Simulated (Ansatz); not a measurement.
Gas-phase electronic energies from Ansatz, PBE0-D4/def2-TZVP geometries. CCSD(T)/CBS adds triple-zeta CCSD(T) − MP2 to the extrapolated MP2 energy (def2 sets, frozen cores). DFT in def2-TZVPP. No spin–orbit coupling; open shells (•) take unrestricted orbitals. Spin–orbit coupling would lower the free atoms: clearly for Br. For Br, Ga outer-core shells are correlated without core-valence functions, so the limit isn't a true one: a few kJ/mol of doubt a bond, and 10 to 20 or more in all where bonds break to atoms. Scalar relativity is left out up to krypton.

Consider the homolysis of the Br–Ga bond: `[F][Ga]([F])[Br]` → Br• + `[F][Ga][F]`•.

CCSD(T)/CBS gives +391.5 kJ/mol.

Task: Another level gave +364.3 kJ/mol. Which?
A. LC-ωPBE/def2-TZVPP
B. B97M-V/def2-TZVPP
C. PBE-D4/def2-TZVPP
D. BHLYP/def2-TZVPP

Result: C. PBE-D4 364.3, LC-ωPBE 358.5, BHLYP 348.2, B97M-V 370.5 kJ/mol.

Largest T1 diagnostic among the species: 0.017.

Leaving LDA and LC-ωPBE aside and taking each functional with its dispersion term where it has one, the values, not all of them listed here, spread over 39.1 kJ/mol, from BLYP-D4 to PBE-QIDH. LDA lies +58.8 kJ/mol from PBE without D4, its usual overbinding. From PBE to PBE0 (25 % exact exchange), in def2-TZVPP and without D4, ΔE moves by +5.3 kJ/mol.

CCSD(T)/CBS has its own doubt, a few kJ/mol and more with outer-core shells, so smaller differences from it don't rank the levels.
